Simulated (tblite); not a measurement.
Record of a relaxation.

Species: C8H7 (doublet state).
Numbering: `[CH:1]#[C:2][C:3]#[C:4][CH:5][CH:6]1[CH2:7][CH2:8]1` (hydrogens: H9 on C1; H10 on C5; H11 on C6; H12, H13 on C7; H14, H15 on C8)
Bond orders are those of one Lewis drawing.

Computed with GFN2-xTB (tblite), gas phase: L-BFGS steps from a force-field or distance-geometry start until the largest atomic force falls under 0.01 eV/Å. 7 of its 103 geometries are shown.

Step 0: E = -556.4187 eV, largest atomic force 4.636 eV/Å
```
atom  x, y, z in Å  |  force x, y, z in eV/Å
C1      4.731    0.262    0.560   -1.480  -0.316   0.092
C2      3.538   -0.012    0.622   -0.151  -0.041   0.101
C3      2.174   -0.335    0.726    2.419   0.600  -0.052
C4      0.992   -0.608    0.786   -3.059  -0.944   0.738
C5     -0.451   -0.955    0.879    3.500   1.418  -2.689
C6     -1.186    0.069    0.040    0.440  -1.098   1.289
C7     -2.670    0.041   -0.113   -0.913   0.808  -0.456
C8     -1.821   -0.498   -1.221    0.377   0.130  -0.399
H9      5.767    0.516    0.517   -0.699  -0.182   0.000
H10    -0.551   -1.986    0.498   -0.430   0.410   0.976
H11    -0.718    1.056   -0.003   -0.101  -0.417   0.024
H12    -3.097    1.054   -0.320    0.055  -1.070   0.376
H13    -3.322   -0.642    0.451    0.549   0.472  -0.296
H14    -1.770   -1.603   -1.336   -0.047   1.132  -0.203
H15    -1.621    0.142   -2.107   -0.461  -0.902   0.500
```

Step 17: E = -557.5130 eV, largest atomic force 0.309 eV/Å
```
atom  x, y, z in Å  |  force x, y, z in eV/Å
C1      4.688    0.264    0.613    0.061   0.006   0.012
C2      3.519   -0.026    0.744    0.104  -0.031  -0.058
C3      2.222   -0.332    0.809   -0.107  -0.040  -0.004
C4      1.043   -0.685    0.752   -0.178  -0.021   0.139
C5     -0.280   -0.917    0.644   -0.182  -0.042  -0.141
C6     -1.112    0.046   -0.076   -0.029   0.060  -0.062
C7     -2.618    0.009   -0.101    0.028  -0.074  -0.105
C8     -1.860   -0.428   -1.317   -0.059   0.016   0.037
H9      5.698    0.495    0.490    0.144   0.052   0.038
H10    -0.713   -1.863    0.942    0.084   0.087   0.024
H11    -0.665    1.032   -0.123    0.020   0.022  -0.134
H12    -3.119    0.974   -0.131    0.060  -0.302   0.029
H13    -3.143   -0.755    0.460    0.093   0.143   0.017
H14    -1.803   -1.494   -1.516   -0.079   0.176  -0.021
H15    -1.862    0.183   -2.213    0.042  -0.052   0.228
```

Step 34: E = -557.5529 eV, largest atomic force 0.119 eV/Å
```
atom  x, y, z in Å  |  force x, y, z in eV/Å
C1      4.717    0.235    0.642    0.009   0.016   0.075
C2      3.547   -0.068    0.752    0.074   0.018  -0.024
C3      2.244   -0.365    0.788    0.030   0.010  -0.034
C4      1.046   -0.653    0.738    0.015  -0.001   0.015
C5     -0.273   -0.877    0.598    0.000   0.076   0.008
C6     -1.104    0.069   -0.138    0.000  -0.049  -0.085
C7     -2.607   -0.015   -0.080    0.003   0.000   0.002
C8     -1.906   -0.432   -1.331   -0.117   0.000  -0.020
H9      5.728    0.508    0.598    0.003  -0.028  -0.003
H10    -0.712   -1.784    0.982   -0.044  -0.042  -0.019
H11    -0.652    1.049   -0.259   -0.062  -0.041   0.005
H12    -3.175    0.904   -0.079    0.067  -0.037  -0.003
H13    -3.034   -0.791    0.541    0.002   0.035  -0.034
H14    -1.870   -1.485   -1.574    0.048   0.039   0.068
H15    -1.952    0.207   -2.200   -0.030   0.004   0.049
```

Step 51: E = -557.5827 eV, largest atomic force 0.108 eV/Å
```
atom  x, y, z in Å  |  force x, y, z in eV/Å
C1      4.826    0.179    0.882    0.014  -0.017  -0.040
C2      3.649   -0.077    0.747   -0.100   0.028   0.029
C3      2.337   -0.323    0.631    0.020   0.039   0.003
C4      1.124   -0.519    0.517   -0.046   0.005  -0.001
C5     -0.195   -0.773    0.404    0.047  -0.025   0.025
C6     -1.141    0.109   -0.265    0.037   0.008   0.005
C7     -2.618   -0.033    0.007    0.014  -0.019  -0.055
C8     -2.075   -0.485   -1.306   -0.017  -0.021   0.010
H9      5.850    0.385    0.963    0.029  -0.005   0.016
H10    -0.577   -1.702    0.803   -0.005  -0.066  -0.003
H11    -0.764    1.102   -0.468    0.021   0.056  -0.039
H12    -3.219    0.862    0.029    0.015   0.053   0.015
H13    -2.929   -0.779    0.723    0.010  -0.041  -0.010
H14    -1.992   -1.543   -1.502   -0.027  -0.040   0.041
H15    -2.280    0.100   -2.188   -0.012   0.046   0.004
```

Step 68: E = -557.5914 eV, largest atomic force 0.045 eV/Å
```
atom  x, y, z in Å  |  force x, y, z in eV/Å
C1      4.835    0.168    0.902    0.007   0.012   0.013
C2      3.643   -0.016    0.771   -0.040  -0.004   0.021
C3      2.330   -0.243    0.636   -0.014  -0.020   0.000
C4      1.128   -0.492    0.510    0.011  -0.019  -0.016
C5     -0.178   -0.789    0.357    0.010  -0.015   0.018
C6     -1.133    0.090   -0.301    0.032  -0.014  -0.017
C7     -2.604   -0.025    0.023    0.004   0.006   0.008
C8     -2.114   -0.499   -1.301    0.009   0.011   0.010
H9      5.863    0.330    1.024   -0.017   0.006  -0.018
H10    -0.543   -1.741    0.721    0.032  -0.006  -0.009
H11    -0.750    1.078   -0.528   -0.009   0.015  -0.019
H12    -3.178    0.887    0.075   -0.011   0.010  -0.026
H13    -2.900   -0.766    0.750    0.001  -0.009   0.019
H14    -2.066   -1.564   -1.480   -0.008   0.028   0.013
H15    -2.336    0.084   -2.181   -0.008  -0.001   0.003
```

Step 85: E = -557.5957 eV, largest atomic force 0.033 eV/Å
```
atom  x, y, z in Å  |  force x, y, z in eV/Å
C1      4.822    0.196    0.941   -0.024   0.019   0.002
C2      3.633   -0.013    0.821    0.018   0.005  -0.027
C3      2.326   -0.261    0.665    0.002  -0.022  -0.003
C4      1.134   -0.525    0.490    0.006  -0.013   0.008
C5     -0.164   -0.829    0.296    0.001  -0.003   0.009
C6     -1.114    0.072   -0.340    0.011  -0.005  -0.005
C7     -2.576    0.006    0.049   -0.009   0.005  -0.018
C8     -2.151   -0.503   -1.285   -0.004  -0.008  -0.005
H9      5.848    0.386    1.043   -0.022  -0.006   0.015
H10    -0.526   -1.800    0.608    0.020   0.003   0.008
H11    -0.711    1.044   -0.595   -0.009   0.024   0.016
H12    -3.126    0.933    0.094    0.011   0.016   0.010
H13    -2.865   -0.708    0.806    0.024  -0.007  -0.014
H14    -2.134   -1.569   -1.452   -0.030  -0.008   0.012
H15    -2.401    0.073   -2.162    0.005   0.000  -0.006
```

Step 102: E = -557.5997 eV, largest atomic force 0.009 eV/Å
```
atom  x, y, z in Å  |  force x, y, z in eV/Å
C1      4.794    0.255    0.992   -0.006  -0.005   0.001
C2      3.625   -0.017    0.815    0.005   0.007  -0.004
C3      2.334   -0.311    0.615   -0.001  -0.005   0.003
C4      1.147   -0.594    0.436    0.003   0.002  -0.002
C5     -0.151   -0.892    0.234    0.001  -0.002   0.002
C6     -1.090    0.035   -0.381    0.002  -0.002   0.002
C7     -2.535    0.048    0.075    0.000   0.000  -0.001
C8     -2.197   -0.500   -1.267    0.001  -0.001  -0.001
H9      5.804    0.486    1.147   -0.003   0.001   0.000
H10    -0.520   -1.861    0.539   -0.001  -0.001   0.000
H11    -0.659    0.989   -0.661   -0.003   0.003  -0.002
H12    -3.031    1.004    0.138    0.002  -0.003   0.001
H13    -2.821   -0.645    0.853    0.000   0.003   0.001
H14    -2.249   -1.568   -1.412    0.001   0.002   0.000
H15    -2.455    0.074   -2.144    0.000   0.000   0.000
```

**Question.** Summarise the path.

**Answer.** The energy falls by 1.1811 eV from step 0 to step 102; nine tenths of that is first reached at step 15. It falls at every step. The largest force goes from 4.636 to 0.009 eV/Å. Among the bonds C4–C5 changes most, from 1.487 to 1.347 Å; the atoms move by 0.498 Å rms after alignment.

**Question.** Follow the three bonds and two angles with the largest change from start to end.

**Answer.** 
```csv
step,E above end (eV),largest force (eV/Å),C4–C5 (Å),C2–C3 (Å),C5–C6 (Å),C4–C5–C6 (°),C4–C5–H10 (°)
0,1.1811,4.636,1.487,1.405,1.514,106.2,106.5
4,0.3827,1.976,1.358,1.326,1.460,118.1,118.3
9,0.2232,0.404,1.348,1.334,1.464,118.2,119.2
13,0.1324,0.338,1.350,1.345,1.463,119.0,119.3
18,0.0761,0.289,1.345,1.333,1.462,118.9,121.6
22,0.0588,0.141,1.348,1.340,1.457,119.7,120.8
27,0.0538,0.100,1.347,1.337,1.460,119.8,120.8
31,0.0507,0.098,1.348,1.340,1.459,120.0,120.4
35,0.0446,0.165,1.345,1.336,1.459,120.4,120.1
40,0.0318,0.133,1.348,1.340,1.456,122.7,119.7
44,0.0259,0.078,1.347,1.339,1.459,122.8,119.6
49,0.0205,0.112,1.347,1.340,1.457,123.8,118.4
53,0.0145,0.087,1.347,1.338,1.456,123.5,118.7
58,0.0109,0.061,1.347,1.340,1.456,123.3,118.5
62,0.0096,0.031,1.347,1.338,1.456,123.5,118.5
67,0.0086,0.031,1.347,1.339,1.456,123.6,118.8
71,0.0072,0.070,1.347,1.339,1.455,123.6,118.9
75,0.0057,0.053,1.346,1.339,1.455,123.8,118.5
80,0.0051,0.028,1.347,1.339,1.456,123.9,118.4
84,0.0042,0.036,1.347,1.339,1.456,123.6,118.9
89,0.0023,0.078,1.347,1.339,1.456,123.2,118.8
93,0.0009,0.043,1.347,1.339,1.456,123.2,119.0
98,0.0001,0.022,1.347,1.339,1.456,122.9,119.1
102,0.0000,0.009,1.347,1.339,1.456,123.0,119.0
```

What follows is the cost of the whole relaxation. On an AMD EPYC with one thread, no GPU (shared host), this took 1.9 s wall, 1.7 s CPU.
